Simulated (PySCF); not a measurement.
Se: interval between two levels

Se [Ar] 3d10 4s2 4p4 [3P2, M_J = 2] → Se [Ar] 3d10 4s1 4p4 5s1 [5P3, M_J = 3], as a difference of total energies. All numbers are calculated (PySCF 2.14, the two-component X2C-1e Hamiltonian, in x2c-SVPall-2c with one added diffuse shell each of s, p, d type (6s7p4d, 47 functions)). Correlated levels: [Ne] frozen; the 6 highest virtual spinors dropped. "Screened" scales the spin-orbit matrix elements by Boettger's factors to mimic the two-electron term; Breit and QED terms are absent.

```
                    method  interval between two levels (cm⁻¹)
           GHF (spin-free)                              130820
          GMP2 (spin-free)                              131650
 GHF (screened spin-orbit)                              130860
GMP2 (screened spin-orbit)                              131680
```

The labels give the starting determinants; with spin-orbit coupling the two ends relaxed to ⟨J²⟩ = 6.01, ⟨L²⟩ = 2.07, ⟨S²⟩ = 1.97 and ⟨J²⟩ = 12.03, ⟨L²⟩ = 2.02, ⟨S²⟩ = 6.00.

The promoted electron is Rydberg-like, and one or two diffuse shells describe it only roughly, which tends to raise the upper state.
